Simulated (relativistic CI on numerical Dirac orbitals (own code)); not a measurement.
Hyperfine structure of Os26+, mass number 187

Calculated at this level of theory: Dirac-Coulomb-Breit CI, orbitals from a KLI potential per configuration, a model potential for QED, unscaled Slater integrals (own radial code, finite nucleus).

Configuration list (outside the closed core [Ar] 3d10 4p6 4d10): 4s²4f⁴, 4s²4f³5s, 4s²4f²5s², 4s²4f³5p, 4s²4f²5s5p, 4s²4f³5d, 4s²4f²5p², 4s²4f²5s5d, 4s²4f²5p5d, 4s²4f³5f, 4s²4f³6s, 4s²4f³6p, 4s4f³5s². Levels of other configurations are missing.

Nuclear spin I = 1/2, μ = 0.06442 μN (tables of Stone and Pyykkö). The electronic factors are computed for point nuclear moments, without core polarisation or the Bohr-Weisskopf and QED corrections.

```tsv
Level	E (cm⁻¹)	A (MHz)
4s²4f⁴ ⁵I4	0.0	604.3
4s²4f⁴ ⁵I5	17287.0	472.2
4s²4f⁴ ⁵I6	31678.2	413.5
4s²4f⁴ ⁵I7	42922.3	395.7
4s²4f⁴ ⁵F1	48686.0	1063
4s²4f⁴ ⁵I8	51962.8	393.1
4s²4f⁴ ⁵F3	56670.6	400
4s²4f⁴ ⁵G2	61401.5	671.5
```

Levels with J = 0, under 50 % of one LS term, or S terms without an open s electron are left out. Small factors come from cancelling terms and can be off by tens of per cent or more.

At this charge energies of transitions that change n are usually good to better than 1 %, and those within a shell (Δn = 0) to a few per cent. Terms inside the open d or f shell come out 10 to 20 % too wide with unscaled integrals.

Give the hyperfine levels of 4s²4f⁴ ⁵I4 relative to its centre of gravity.

With K = F(F + 1) − I(I + 1) − J(J + 1), E = AK/2: F = 7/2: -1511, F = 9/2: 1209 MHz.

LS names give the leading component of a level, which can be under half, so a name can repeat, a term be missing and a line seem to break the LS rules.
